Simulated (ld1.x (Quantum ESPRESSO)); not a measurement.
# Pseudopotential generation for Cu (Z = 29): TM, PBEsol, scalar-relativistic.

ld1.x (Quantum ESPRESSO) 7.5 was run on this input:

```
&input
   title='Cu', zed=29., rel=1, dft='PBESOL', iswitch=3,
   config='[Ar] 3d8 4s0 4p0 4f-2',
   nld=4, rlderiv=1.75, eminld=-11.0, emaxld=5.0, deld=0.04
 /
 &inputp
   pseudotype=2, tm=.true., lloc=2,
   nlcc=.true., rcore=0.55,
   file_pseudopw='Cu.UPF', file_wfcaegen='ae.wfc', file_wfcncgen='nc.wfc', file_beta='beta', file_chi='chi'
 /
4
4S  1  0   0.00   0.00  1.60  1.60  0.0
3P  2  1   6.00   0.00  1.00  1.00  0.0
4F  4  3  -2.00   0.05  1.25  1.25  0.0
3D  3  2   8.00   0.00  0.70  0.70  0.0
 &test
   configts(1)='3p6 3d8 4s0 4p0'
 /
```

Command:

```bash
ld1.x < Cu.in > Cu.out
```

The program printed (shortened: banner, matrices, multipoles, cross overlaps and the repeated all-electron block are left out):

```
Program LD1 v.7.5
     --------------------------- All-electron run ----------------------------

     Cu
     scalar relativistic calculation

     atomic number is 29.00
     dft =PBESOL   lsd =0 sic =0 latt =0  beta=0.20 tr2=1.0E-14
     Exchange-correlation= PBESOL
                           (   1   4  10   8   0   0   0)
     mesh =1199 r(mesh) = 100.25372 a.u. xmin = -7.00 dx = 0.01250
     1 Ry =  13.60569312 eV, c = 137.03599908

     n l     nl                  e(Ry)          e(Ha)          e(eV)
     1 0     1S 1( 2.00)      -653.3720      -326.6860     -8889.5791
     2 0     2S 1( 2.00)       -81.4849       -40.7424     -1108.6579
     2 1     2P 1( 6.00)       -70.8209       -35.4104      -963.5670
     3 0     3S 1( 2.00)       -11.7848        -5.8924      -160.3409
     3 1     3P 1( 6.00)        -8.6446        -4.3223      -117.6163
     3 2     3D 1( 8.00)        -3.5927        -1.7963       -48.8809
     4 0     4S 1( 0.00)        -2.5174        -1.2587       -34.2504
     4 1     4P 1( 0.00)        -1.8945        -0.9472       -25.7754

     final scf error:  6.2E-15 reached in  35 iterations

     Etot =   -3301.954541 Ry,   -1650.977271 Ha,  -44925.380194 eV

     Ekin =    3350.980098 Ry,    1675.490049 Ha,   45592.406871 eV
     Encl =   -7866.669962 Ry,   -3933.334981 Ha, -107031.497405 eV
     Eh   =    1343.389510 Ry,     671.694755 Ha,   18277.745419 eV
     Exc  =    -129.654187 Ry,     -64.827093 Ha,   -1764.035078 eV

     normalization and overlap integrals

     s(1S/1S) =  1.000000  <r> =   0.0522  <r2> =    0.0037  r(max) =   0.0341
     s(2S/2S) =  1.000000  <r> =   0.2354  <r2> =    0.0654  r(max) =   0.1960
     s(2P/2P) =  1.000000  <r> =   0.2065  <r2> =    0.0523  r(max) =   0.1585
     s(3S/3S) =  1.000000  <r> =   0.7060  <r2> =    0.5750  r(max) =   0.6112
     s(3P/3P) =  1.000000  <r> =   0.7369  <r2> =    0.6393  r(max) =   0.6189
     s(3D/3D) =  1.000000  <r> =   0.8554  <r2> =    0.9311  r(max) =   0.5887
     s(4S/4S) =  1.000000  <r> =   2.0633  <r2> =    4.8123  r(max) =   1.8134
     s(4P/4P) =  1.000000  <r> =   2.3915  <r2> =    6.4884  r(max) =   2.1069

     ------------------------ End of All-electron run ------------------------

     --------------------- Generating NC pseudopotential ---------------------

      Generating local pot.: lloc=2, matching radius rcloc =   0.7000

      Computing core charge for nlcc:

       r > 0.55 : true rho core
       r < 0.55 : rho core = a sin(br)/r    a=   8.72  b=   3.90

      Integrated core pseudo-charge :   2.65

      Wfc   4S  rcut= 1.580  Using Troullier-Martins method

      Wfc   3P  rcut= 1.008  Using Troullier-Martins method

      Wfc   4F  rcut= 1.262  Using Troullier-Martins method

     ------------------- End of pseudopotential generation -------------------

     Computing logarithmic derivative in   1.75764
     Computing logarithmic derivative in   1.75764
     Computing the partial wave expansion
     R is outside the sphere for l=    0 j= 0.00
     R is outside the sphere for l=    1 j= 0.00
       no projector for channel:   2
     R is outside the sphere for l=    3 j= 0.00

     ---------------------- Testing the pseudopotential ----------------------

     Cu
     scalar relativistic calculation

     atomic number is 29.00   valence charge is 17.00
     dft =PBESOL   lsd =0 sic =0 latt =0  beta=0.20 tr2=1.0E-14
     mesh =1199 r(mesh) = 100.25372 xmin = -7.00 dx = 0.01250

     n l     nl             e AE (Ry)        e PS (Ry)    De AE-PS (Ry)
     2 1     3P   1( 6.00)       -8.64464       -8.64469        0.00005
     3 2     3D   1( 8.00)       -3.59268       -3.59251       -0.00016
     1 0     4S   1( 0.00)       -2.51736       -2.51736        0.00000
     3 1     4P   1( 0.00)       -1.89446       -1.90021        0.00575  !

     eps = 2.3E-15  iter = 29

     Etot =   -3301.954541 Ry,   -1650.977271 Ha,  -44925.380194 eV
     Etotps =  -300.490224 Ry,    -150.245112 Ha,   -4088.377770 eV

     Ekin =     231.501954 Ry,     115.750977 Ha,    3149.744544 eV
     Encl =    -756.822967 Ry,    -378.411483 Ha,  -10297.101032 eV
     Ehrt =     222.703874 Ry,     111.351937 Ha,    3030.040568 eV
     Ecxc =     -36.983555 Ry,     -18.491777 Ha,    -503.186895 eV
     (Ecc =      -4.042989 Ry,      -2.021495 Ha,     -55.007673 eV)
     Epseu=      39.110469 Ry,      19.555235 Ha,     532.125046 eV

     ---------------------- End of pseudopotential test ----------------------
```

Note: ghost states, extra bound levels that the all-electron valence spectrum of the same l lacks: s at -771.0 eV, s at -29.8 eV. A true bound ghost makes a file unfit for plane-wave use.

Generation and configuration tests took about 1.9 s on one core of a shared server CPU.

Transferability test of the new file with ld1.x, input:

```
&input
   title='Cu', zed=29., rel=1, dft='PBESOL', iswitch=2,
   config='[Ar] 3d8 4s0 4p0 4f-2'
 /
 &test
   file_pseudo='Cu.UPF', nconf=8,
   configts(1)='3p6 3d8 4s0 4p0',
   configts(2)='3p6 3d10 4s1 4p0',
   configts(3)='3p6 3d10 4s0 4p0',
   configts(4)='3p6 3d9 4s0 4p0',
   configts(5)='3p6 3d10 4s0.5 4p0',
   configts(6)='3p6 3d10 4s0 4p1',
   configts(7)='3p6 3d9 4s2 4p0',
   configts(8)='3p6 3d7 4s0 4p0'
 /
```

```bash
ld1.x < Cu.test.in > Cu.test.out
```

Pseudopotential blocks of its output, shortened (energy terms left out; the distinct warnings before each block abridged to one line each):

```
     ---------------------- Testing the pseudopotential ----------------------

     n l     nl             e AE (Ry)        e PS (Ry)    De AE-PS (Ry)
     2 1     3P   1( 6.00)       -8.64464       -8.64469        0.00005
     3 2     3D   1( 8.00)       -3.59268       -3.59251       -0.00016
     1 0     4S   1( 0.00)       -2.51736       -2.51736        0.00000
     3 1     4P   1( 0.00)       -1.89446       -1.90021        0.00575  !

     eps = 9.2E-16  iter = 26

     Etot =   -3301.954541 Ry,   -1650.977271 Ha,  -44925.380194 eV
     Etotps =  -300.490221 Ry,    -150.245110 Ha,   -4088.377732 eV

     ---------------------- End of pseudopotential test ----------------------

          BEWARE! Errors in PS-KS equations
     Warning: n=1, l=0 expected 0 nodes, found 2
     ---------------------- Testing the pseudopotential ----------------------

     n l     nl             e AE (Ry)        e PS (Ry)    De AE-PS (Ry)
     2 1     3P   1( 6.00)       -5.29178       -5.91955        0.62777  !
     3 2     3D   1(10.00)       -0.37181       -1.00039        0.62858  !
     1 0     4S   1( 1.00)       -0.33866       -0.33866        0.00000
     3 1     4P   1( 0.00)       -0.04672       -0.06074        0.01402  !

     eps = 8.8E-15  iter = 22

     Etot =   -3306.982469 Ry,   -1653.491235 Ha,  -44993.788637 eV
     Etotps =  -305.256569 Ry,    -152.628285 Ha,   -4153.227206 eV
     dEtot_ae =      -5.027928 Ry
     dEtot_ps =      -4.766348 Ry,   Delta E=      -0.261579 Ry

     ---------------------- End of pseudopotential test ----------------------

          ---------------------- Testing the pseudopotential ----------------------

     n l     nl             e AE (Ry)        e PS (Ry)    De AE-PS (Ry)
     2 1     3P   1( 6.00)       -5.92482       -5.91955       -0.00527  !
     3 2     3D   1(10.00)       -1.00265       -1.00039       -0.00226
     1 0     4S   1( 0.00)       -0.86543       -0.86543        0.00000
     3 1     4P   1( 0.00)       -0.46986       -0.47171        0.00185

     eps = 1.3E-15  iter = 17

     Etot =   -3306.386894 Ry,   -1653.193447 Ha,  -44985.685430 eV
     Etotps =  -304.917908 Ry,    -152.458954 Ha,   -4148.619481 eV
     dEtot_ae =      -4.432353 Ry
     dEtot_ps =      -4.427687 Ry,   Delta E=      -0.004666 Ry

     ---------------------- End of pseudopotential test ----------------------

          ---------------------- Testing the pseudopotential ----------------------

     n l     nl             e AE (Ry)        e PS (Ry)    De AE-PS (Ry)
     2 1     3P   1( 6.00)       -7.16131       -7.15632       -0.00499
     3 2     3D   1( 9.00)       -2.17590       -2.17277       -0.00313
     1 0     4S   1( 0.00)       -1.62772       -1.62772        0.00000
     3 1     4P   1( 0.00)       -1.11166       -1.11468        0.00302

     eps = 7.0E-15  iter = 17

     Etot =   -3304.820424 Ry,   -1652.410212 Ha,  -44964.372515 eV
     Etotps =  -303.354265 Ry,    -151.677133 Ha,   -4127.345040 eV
     dEtot_ae =      -2.865883 Ry
     dEtot_ps =      -2.864044 Ry,   Delta E=      -0.001838 Ry

     ---------------------- End of pseudopotential test ----------------------

          BEWARE! Errors in PS-KS equations
     ---------------------- Testing the pseudopotential ----------------------

     n l     nl             e AE (Ry)        e PS (Ry)    De AE-PS (Ry)
     2 1     3P   1( 6.00)       -5.59233       -5.91955        0.32723  !
     3 2     3D   1(10.00)       -0.67206       -1.00039        0.32832  !
     1 0     4S   1( 0.50)       -0.59247       -0.59247        0.00000
     3 1     4P   1( 0.00)       -0.24447       -0.31782        0.07334  !

     eps = 9.1E-15  iter = 22

     Etot =   -3306.750637 Ry,   -1653.375319 Ha,  -44990.634404 eV
     Etotps =  -305.214144 Ry,    -152.607072 Ha,   -4152.649985 eV
     dEtot_ae =      -4.796096 Ry
     dEtot_ps =      -4.723923 Ry,   Delta E=      -0.072173 Ry

     ---------------------- End of pseudopotential test ----------------------

          ---------------------- Testing the pseudopotential ----------------------

     n l     nl             e AE (Ry)        e PS (Ry)    De AE-PS (Ry)
     2 1     3P   1( 6.00)       -5.44994       -5.44406       -0.00589  !
     3 2     3D   1(10.00)       -0.52760       -0.52441       -0.00319
     1 0     4S   1( 0.00)       -0.44536       -0.44536        0.00000
     3 1     4P   1( 1.00)       -0.12525       -0.12558        0.00033

     eps = 3.0E-15  iter = 32

     Etot =   -3306.675972 Ry,   -1653.337986 Ha,  -44989.618536 eV
     Etotps =  -305.208025 Ry,    -152.604012 Ha,   -4152.566722 eV
     dEtot_ae =      -4.721431 Ry
     dEtot_ps =      -4.717804 Ry,   Delta E=      -0.003627 Ry

     ---------------------- End of pseudopotential test ----------------------

          BEWARE! Errors in PS-KS equations
     Warning: n=3, l=2 expected 0 nodes, found 1
     ---------------------- Testing the pseudopotential ----------------------

     n l     nl             e AE (Ry)        e PS (Ry)    De AE-PS (Ry)
     2 1     3P   1( 6.00)       -5.67166       -7.15632        1.48466  !
     3 2     3D   1( 9.00)       -0.70160       -2.17277        1.47117  !
     1 0     4S   1( 2.00)       -0.42860       -0.94163        0.51303  !
     3 1     4P   1( 0.00)       -0.08340       -0.10842        0.02502  !

     eps = 5.1E-15  iter = 33

     Etot =   -3306.836563 Ry,   -1653.418281 Ha,  -44991.803480 eV
     Etotps =  -305.237521 Ry,    -152.618760 Ha,   -4152.968037 eV
     dEtot_ae =      -4.882022 Ry
     dEtot_ps =      -4.747300 Ry,   Delta E=      -0.134722 Ry

     ---------------------- End of pseudopotential test ----------------------

          ---------------------- Testing the pseudopotential ----------------------

     n l     nl             e AE (Ry)        e PS (Ry)    De AE-PS (Ry)
     2 1     3P   1( 6.00)      -10.32258      -10.33356        0.01098  !
     3 2     3D   1( 7.00)       -5.21100       -5.21901        0.00801  !
     1 0     4S   1( 0.00)       -3.51383       -3.51383        0.00000
     3 1     4P   1( 0.00)       -2.79501       -2.80648        0.01147  !

     eps = 1.7E-15  iter = 18

     Etot =   -3297.568566 Ry,   -1648.784283 Ha,  -44865.705964 eV
     Etotps =  -296.100451 Ry,    -148.050225 Ha,   -4028.651865 eV
     dEtot_ae =       4.385975 Ry
     dEtot_ps =       4.389770 Ry,   Delta E=      -0.003795 Ry

     ---------------------- End of pseudopotential test ----------------------
```
